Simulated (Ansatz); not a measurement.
Mulliken charges of BClH$_{6}$SiSn (`B[SiH](Cl)[SnH3]`) from r2SCAN/def2-TZVPP in Ansatz (PBE0-D4/def2-TZVP geometry).

```tsv
atom	x (Å)	y (Å)	z (Å)	charge (e)
B1	-1.108	0.843	-0.133	-0.292
Si2	0.659	1.439	0.063	0.339
Cl3	1.616	1.790	1.831	-0.205
Sn4	0.060	-1.348	-0.072	0.421
H5	-1.486	0.748	-1.267	0.054
H6	-1.837	0.742	0.806	0.052
H7	1.688	1.519	-1.002	-0.046
H8	-1.406	-2.205	0.037	-0.100
H9	1.045	-1.784	1.256	-0.108
H10	0.854	-1.796	-1.516	-0.114
```

Q: By hand: the dipole of these point charges (1 e Å = 4.8032 D).

A: Σ q r = (-0.082, -0.066, -0.292) e Å, of length 0.310 e Å = 1.49 D.

Q: How does the dipole of the full density compare? (An estimate is asked.)

A: Ansatz gave: (0.153, 0.028, -0.112) e Å, 0.92 D; the point charges give 1.62 times that, at 72° from its direction.

Point charges leave out the atoms' own dipoles, such as those of lone pairs, and Mulliken's split depends on the basis, so the two needn't agree.
